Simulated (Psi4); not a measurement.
Approach curve of the dimer CH4 ··· CHN (SMILES C and C#N). Monomers: optimised at B3LYP-D3(BJ) (def2-TZVP), held rigid. Orientation: a random orientation, not optimised. R is the distance of the centres of mass, along which the second monomer moves.

Geometry at R = 4.11 Å (first 5 atoms: monomer A):
```
8

C      0.0000     0.0000     0.0000
H     -0.6076     0.8840    -0.1887
H     -0.4400    -0.8578    -0.5068
H      0.0388    -0.1919     1.0714
H      1.0087     0.1657    -0.3759
C      3.7195     2.2275    -0.8368
N      3.3639     1.2819    -1.3782
H      4.0505     3.1075    -0.3329
```

- PBE/def2-TZVP, counterpoise-corrected (Psi4)
- PBE-D3(BJ)/def2-TZVP, counterpoise-corrected (Psi4)
- SAPT0/jun-cc-pVDZ, frozen core (Psi4)

Interaction energies in kJ/mol; the last columns give the difference from SAPT0:

```json
[
 {"R / Å": "3.53", "PBE/def2-TZVP": "4.35", "PBE-D3(BJ)/def2-TZVP": "1.66", "SAPT0/jun-cc-pVDZ": "5.01", "PBE/def2-TZVP − SAPT0/jun-cc-pVDZ": "-0.66", "PBE-D3(BJ)/def2-TZVP − SAPT0/jun-cc-pVDZ": "-3.35"},
 {"R / Å": "3.73", "PBE/def2-TZVP": "0.77", "PBE-D3(BJ)/def2-TZVP": "-1.49", "SAPT0/jun-cc-pVDZ": "0.98", "PBE/def2-TZVP − SAPT0/jun-cc-pVDZ": "-0.21", "PBE-D3(BJ)/def2-TZVP − SAPT0/jun-cc-pVDZ": "-2.48"},
 {"R / Å": "3.90", "PBE/def2-TZVP": "-0.63", "PBE-D3(BJ)/def2-TZVP": "-2.57", "SAPT0/jun-cc-pVDZ": "-0.57", "PBE/def2-TZVP − SAPT0/jun-cc-pVDZ": "-0.06", "PBE-D3(BJ)/def2-TZVP − SAPT0/jun-cc-pVDZ": "-2.00"},
 {"R / Å": "4.11", "PBE/def2-TZVP": "-1.31", "PBE-D3(BJ)/def2-TZVP": "-2.89", "SAPT0/jun-cc-pVDZ": "-1.29", "PBE/def2-TZVP − SAPT0/jun-cc-pVDZ": "-0.01", "PBE-D3(BJ)/def2-TZVP − SAPT0/jun-cc-pVDZ": "-1.60"},
 {"R / Å": "4.35", "PBE/def2-TZVP": "-1.40", "PBE-D3(BJ)/def2-TZVP": "-2.64", "SAPT0/jun-cc-pVDZ": "-1.40", "PBE/def2-TZVP − SAPT0/jun-cc-pVDZ": "-0.01", "PBE-D3(BJ)/def2-TZVP − SAPT0/jun-cc-pVDZ": "-1.24"},
 {"R / Å": "4.49", "PBE/def2-TZVP": "-1.32", "PBE-D3(BJ)/def2-TZVP": "-2.38", "SAPT0/jun-cc-pVDZ": "-1.32", "PBE/def2-TZVP − SAPT0/jun-cc-pVDZ": "0.00", "PBE-D3(BJ)/def2-TZVP − SAPT0/jun-cc-pVDZ": "-1.06"},
 {"R / Å": "4.81", "PBE/def2-TZVP": "-1.00", "PBE-D3(BJ)/def2-TZVP": "-1.74", "SAPT0/jun-cc-pVDZ": "-1.03", "PBE/def2-TZVP − SAPT0/jun-cc-pVDZ": "0.03", "PBE-D3(BJ)/def2-TZVP − SAPT0/jun-cc-pVDZ": "-0.71"},
 {"R / Å": "5.07", "PBE/def2-TZVP": "-0.75", "PBE-D3(BJ)/def2-TZVP": "-1.30", "SAPT0/jun-cc-pVDZ": "-0.80", "PBE/def2-TZVP − SAPT0/jun-cc-pVDZ": "0.05", "PBE-D3(BJ)/def2-TZVP − SAPT0/jun-cc-pVDZ": "-0.50"},
 {"R / Å": "5.65", "PBE/def2-TZVP": "-0.36", "PBE-D3(BJ)/def2-TZVP": "-0.64", "SAPT0/jun-cc-pVDZ": "-0.45", "PBE/def2-TZVP − SAPT0/jun-cc-pVDZ": "0.09", "PBE-D3(BJ)/def2-TZVP − SAPT0/jun-cc-pVDZ": "-0.20"},
 {"R / Å": "6.28", "PBE/def2-TZVP": "-0.16", "PBE-D3(BJ)/def2-TZVP": "-0.31", "SAPT0/jun-cc-pVDZ": "-0.24", "PBE/def2-TZVP − SAPT0/jun-cc-pVDZ": "0.08", "PBE-D3(BJ)/def2-TZVP − SAPT0/jun-cc-pVDZ": "-0.07"},
 {"R / Å": "7.30", "PBE/def2-TZVP": "-0.06", "PBE-D3(BJ)/def2-TZVP": "-0.12", "SAPT0/jun-cc-pVDZ": "-0.10", "PBE/def2-TZVP − SAPT0/jun-cc-pVDZ": "0.04", "PBE-D3(BJ)/def2-TZVP − SAPT0/jun-cc-pVDZ": "-0.01"},
 {"R / Å": "8.63", "PBE/def2-TZVP": "-0.02", "PBE-D3(BJ)/def2-TZVP": "-0.04", "SAPT0/jun-cc-pVDZ": "-0.04", "PBE/def2-TZVP − SAPT0/jun-cc-pVDZ": "0.02", "PBE-D3(BJ)/def2-TZVP − SAPT0/jun-cc-pVDZ": "0.00"}
]
```

PBE/def2-TZVP is furthest from SAPT0/jun-cc-pVDZ at 3.53 (-0.66 kJ/mol, below); its mean absolute difference over the points is 0.11 kJ/mol.

PBE-D3(BJ)/def2-TZVP is furthest from SAPT0/jun-cc-pVDZ at 3.53 (-3.35 kJ/mol, below); its mean absolute difference over the points is 1.10 kJ/mol.
